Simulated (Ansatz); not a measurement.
```yaml
crystal:
  periodic: [false, false, false]
  atoms:
    - {symbol: C, position_ang: [-1.875397, 0.794656, 0.150355]}
    - {symbol: Ga, position_ang: [0.068620, 0.324594, 0.017233]}
    - {symbol: C, position_ang: [1.226577, -0.451455, 1.368180]}
    - {symbol: N, position_ang: [0.403195, -0.839844, -1.202292]}
    - {symbol: Cl, position_ang: [1.192496, 1.773908, -1.332876]}
    - {symbol: H, position_ang: [-1.969048, 1.855330, 1.158250]}
    - {symbol: H, position_ang: [-2.009177, 1.357379, -0.786466]}
    - {symbol: H, position_ang: [-2.216249, -0.012568, 0.837170]}
    - {symbol: H, position_ang: [1.497742, 0.693746, 2.253160]}
    - {symbol: H, position_ang: [2.259815, -0.656659, 0.861872]}
    - {symbol: H, position_ang: [0.809820, -1.013445, 1.984354]}
    - {symbol: H, position_ang: [-0.131194, -1.673051, -1.084345]}
    - {symbol: H, position_ang: [1.407132, -1.209699, -1.694280]}
    - {symbol: H, position_ang: [-0.166168, -0.690527, -2.541121]}
basis:
  gaussian: {orbitals: cc-pVTZ-DK}
hamiltonian: {xc: {name: SVWN5}}
kpoints: {mp_grid: {grid: [2, 2, 2]}}
output: {forces: true}
```

```sh
$ ansatz run in.yaml --threads 4 --pin off --events-out ev --progress --plain --max-ram 11315MiB
```

Output, abridged:

```
Error: invalid value for `basis.gaussian`: such a run doesn't read kpoints; remove what it names
```

In this input the input holds a key that doesn't belong there. The input was rejected before any iteration.
